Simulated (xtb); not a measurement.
Here is a job for xtb.
```
$ xtb mol.xyz --gfn 2 --opt vtight --json

# file mol.xyz
2

Ge     1.19047168     0.02743444     0.02881698
Te    -1.17738017    -0.00075439    -0.01684682
```

Problem. What does this run give for the dipole moment, total energy at the end of the optimisation?

Solution. 
The dipole moment is 2.75 D. The total energy at the end of the optimisation is -5.039614 Ha.
